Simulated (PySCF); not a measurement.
Species: C3H6BFSe.
SMILES with atom numbers: `[F:1][BH:2][C@H:3]1[CH2:4][CH2:5][Se:6]1` (hydrogens: H7 on B2; H8 on C3; H9, H10 on C4; H11, H12 on C5)

Computed by this run: PBE0-D3(BJ)/def2-SVP geometry optimisation, gas phase (PySCF); density fitting, grid level 1; the optimiser is geomeTRIC in internal coordinates, started from a GFN2-xTB structure with every atom displaced at random (about 0.01 Å).

Step 1: E = -71924.9412 eV
```
atom  x, y, z in Å  |  force x, y, z in eV/Å
F1      1.4053    1.5764    0.2099    0.093  -0.035  -0.001
B2      1.5812    0.3919   -0.4138    0.178   0.211   0.078
C3      0.6500   -0.7896   -0.0595   -0.179  -0.091   0.253
C4     -0.5730   -0.4666    0.8097    0.187  -0.036  -0.098
C5     -1.3087    0.4912   -0.1330   -0.261  -0.087   0.009
Se6    -0.2869   -0.1221   -1.7185   -0.169   0.012  -0.196
H7      2.5446    0.2545   -1.1334    0.013  -0.002  -0.018
H8      1.0021   -1.8262   -0.1151    0.007   0.021  -0.040
H9     -0.3130   -0.0287    1.7857    0.005   0.009   0.041
H10    -1.1718   -1.3701    0.9845   -0.068  -0.026   0.021
H11    -1.1156    1.5547    0.0544    0.053   0.012  -0.031
H12    -2.3914    0.3199   -0.2406    0.140   0.011  -0.017
```

Step 2: E = -71924.9454 eV
```
atom  x, y, z in Å  |  force x, y, z in eV/Å
F1      1.5425    1.5984    0.2110   -0.136  -0.198  -0.090
B2      1.6206    0.4035   -0.4112    0.063   0.086   0.247
C3      0.6449   -0.7556   -0.0524   -0.045   0.056  -0.025
C4     -0.5853   -0.4667    0.8119    0.072   0.103  -0.082
C5     -1.3459    0.4754   -0.1311   -0.002  -0.025   0.056
Se6    -0.3139   -0.1035   -1.7229    0.030  -0.019  -0.006
H7      2.5673    0.2150   -1.1428   -0.040  -0.026  -0.066
H8      0.9953   -1.7918   -0.1173    0.037  -0.008  -0.050
H9     -0.3380   -0.0301    1.7932   -0.028   0.013   0.004
H10    -1.1710   -1.3824    0.9806    0.022  -0.005   0.006
H11    -1.1737    1.5433    0.0540    0.014   0.014   0.003
H12    -2.4200    0.2795   -0.2426    0.011   0.008   0.002
```

Question: Estimate the geometry and energy of step 3. (The exact step hangs on the optimiser's Hessian estimate; all steps are aligned on step 2, rigid shifts and turns removed.)

Answer: E = -71924.9522 eV, largest force 0.130 eV/Å
```
atom  x, y, z in Å  |  force x, y, z in eV/Å
F1      1.4754    1.5746    0.2403   -0.005  -0.088  -0.084
B2      1.6081    0.3975   -0.4015    0.018   0.004   0.124
C3      0.6453   -0.7743   -0.0599   -0.023   0.090  -0.091
C4     -0.5738   -0.4614    0.8092   -0.012  -0.019  -0.031
C5     -1.3315    0.4797   -0.1356    0.012   0.009   0.027
Se6    -0.3177   -0.1223   -1.7309    0.045  -0.023   0.055
H7      2.5558    0.2438   -1.1409   -0.020   0.019  -0.001
H8      0.9975   -1.8100   -0.1272    0.002   0.002  -0.012
H9     -0.3160   -0.0172    1.7848   -0.014   0.006  -0.011
H10    -1.1688   -1.3687    0.9916    0.012   0.006   0.013
H11    -1.1439    1.5474    0.0382    0.005  -0.004   0.004
H12    -2.4076    0.2962   -0.2377   -0.023  -0.002   0.006
```

The energy changes by -0.0068 eV. The first-order estimate −F·Δx gives -0.0135 eV and the mean of the old and new forces, exact on a quadratic surface, -0.0069 eV. The step makes an angle of 73° with the force vector and moves no atom by more than 0.077 Å.

What follows is the cost of the whole optimisation. On one thread, Arm Neoverse V2 (aarch64), shared host, this took 61 s and 0.52 GiB of memory at its peak.
